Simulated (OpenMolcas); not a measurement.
Ag2+ among 2 point charges of -2 e arranged as a linear pair (D∞h).

| Quantity | Value |
| --- | --- |
| Program | OpenMolcas 26.06 |
| Method | SS-CASPT2, IPEA 0.25 Eh, imaginary shift 0.1 Eh (closed shells correlated: 4s 4p) |
| Basis | ANO-RCC-VDZP [6s5p3d1f] |
| Scalar Hamiltonian | DKH2, point nucleus |
| Active space | 9 electrons in 5 orbitals (4d) |
| State averaging | 2S+1 = 2 even, 5 roots |
| Spin-orbit coupling | state interaction with AMFI integrals over the reference wave functions |

All point charges move together. At R = 1.99 Å the first state of the same spin is 4210 cm-1, and at R = 2.13 Å it is 3820 cm-1.

Task: A third run gives 3240 cm-1. What distance was it run at?

Result: With a power law R^-n the two known points give n = -ln(3820 / 4210) / ln(2.13 / 1.99) = 1.43. Then R = 1.99 × (4210 / 3240)^(1/1.43) = 2.390 Å. The run was at 2.32 Å, so the estimate is off by +0.070 Å.

Free-ion shares, where given, are those of the reference states; single-state CASPT2 does not remix them. This is an electrostatic model: the charges have no orbitals. No measured value stands beside these numbers.
